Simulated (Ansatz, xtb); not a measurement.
# C6H6OS: which of two isomers lies lower

Structure a is `O=C[C@@H]1C=CC=C1S`, a singlet and structure b is `O=CC1=CC=C(S)C1`, a singlet. Both are isolated molecules in the gas phase, relaxed with r2SCAN-D4/def2-SVP; each stands in its lowest conformer found.

Problem. Estimate E(b) − E(a) at the level CCSD(T)/def2-SVP + ΔMP2/def2-TZVPP.

Solution. Calculated at CCSD(T)/def2-SVP + ΔMP2/def2-TZVPP: E(b) − E(a) = −6.2 kcal/mol, so structure b lies lower.

How the difference moves with the method:

```tsv
level	geometry	E(b) − E(a) (kcal/mol)	departure from the last row (kcal/mol)	job, with rough time for the two
r2SCAN-D4/def2-SVP	r2SCAN-D4/def2-SVP	−10.6	−4.4	optimisation, 5.3 min
HF/def2-SVP	r2SCAN-D4/def2-SVP	−9.2	−3.0	part of the CCSD(T) run
MP2/def2-SVP	r2SCAN-D4/def2-SVP	−6.5	−0.4	part of the CCSD(T) run
CCSD(T)/def2-SVP	r2SCAN-D4/def2-SVP	−6.5	−0.3	single point
CCSD(T)/def2-SVP + ΔMP2/def2-TZVPP	r2SCAN-D4/def2-SVP	−6.2		single point, 3.9 min
```

As drawn, both hold the same kinds of bond in the same numbers.

None of the levels shown reverses the order. The largest departure from CCSD(T)/def2-SVP + ΔMP2/def2-TZVPP is that of r2SCAN-D4/def2-SVP, 4.4 kcal/mol. No reliable frequencies are at hand for a, so it isn't confirmed as a minimum. Levels run at GFN2-xTB geometries aren't shown. The last row adds to CCSD(T) the change of the MP2 difference between the two basis sets, here +0.3 kcal/mol.

The correlated steps freeze 12 core orbitals. Programs: Ansatz 0.2.0, xtb 6.7.1; the last row on 2 threads of Arm Neoverse V1 on a shared host.
